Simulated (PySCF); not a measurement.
NbSe(NH2)3 (singlet state).
Geometry (PBE0-D3(BJ)/def2-SVP, Å), atoms numbered from 1 in this order:
```xyz
11
H6N3NbSe angstrom
Nb     0.062    0.043    0.434
Se     0.346    0.303    2.698
N      1.800   -0.062   -0.474
H      1.993    0.345   -1.387
H      2.672   -0.331   -0.025
N     -0.935    1.559   -0.317
H     -0.994    2.477    0.117
H     -1.634    1.482   -1.053
N     -0.937   -1.603    0.051
H     -0.742   -2.220   -0.734
H     -1.534   -2.080    0.722
```

Computed with PySCF 2.14.0, PBE0-D3(BJ)/def2-SVP geometry optimisation, gas phase, def2 core potentials past Kr.

Take the most abundant isotopes and a rigid rotor. The values belong to one conformer.

Question: Give the principal moments of inertia and the rotational constants in GHz.

Answer: Ia = 178.09, Ib = 436.35, Ic = 436.41 u·Å²; 505379 MHz·u·Å²/I gives 2838, 1158 and 1158 MHz, that is A = 2.8378, B = 1.1582, C = 1.1580 GHz.

Question: Classify the top.

Answer: A prolate symmetric top, as the point group C3 requires two equal moments; Ray's κ = -1.000.

Question: Where do the R-branch lines fall?

Answer: The dipole of 4.60 D lies along the symmetry axis, so ΔK = 0 and J+1 ← J falls at 2B(J+1) for every K: 2.32 GHz, 4.63 GHz, 6.95 GHz, 9.26 GHz, 11.58 GHz for J = 0 to 4.

Question: Estimate the classical rotational partition function at 25 K, 298.15 K and 500 K.

Answer: Point group C3, symmetry number σ = 3; q = (√π/σ)·√((kT/h)³/(ABC)), k/h = 20836.6 MHz/K: 3600 at 25 K, 148000 at 298.15 K, 322000 at 500 K.

Stationary, but not proved a minimum. No vibrational averaging or centrifugal distortion is included, and the geometry carries the error of its method.

Time: 3.5 min of wall time; peak memory 0.52 GiB. Hardware: Arm Neoverse V2, one thread, no GPU, shared host with 192 logical CPUs at a one-minute load of 40. This is the geometry optimisation.
